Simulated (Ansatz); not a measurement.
CH$_{6}$BClGe, SMILES `C[BH][GeH2][Cl]` at its PBE0-D4/def2-TZVP geometry, where that method's forces vanish. Charge 0, multiplicity 1.

```xyz
10

C    -1.2220   -0.1652   -0.9741
B    -0.3983    0.7221   -0.0208
Ge    1.3124    0.0411    0.9137
Cl    1.7547   -1.9753    0.2210
H    -1.9621   -0.6292   -0.2950
H    -1.8076    0.3808   -1.7166
H    -0.6800   -0.9938   -1.4327
H    -0.7631    1.8275    0.2672
H     1.1935   -0.0747    2.4451
H     2.5725    0.8665    0.5920
```

Problem. What forces (eV/Å) does PBE-D4/def2-TZVPP give on these atoms in Ansatz? (An estimate is asked.)

Solution. Ansatz gave: 
```
C1   0.141  0.109  0.036
B2   0.027 -0.031  0.007
Ge3 -0.164  0.154 -0.049
Cl4  0.068 -0.283 -0.091
H5  -0.149 -0.095  0.114
H6  -0.135  0.102 -0.137
H7   0.097 -0.182 -0.081
H8  -0.034  0.127  0.040
H9   0.002 -0.001  0.181
H10  0.147  0.099 -0.019
```
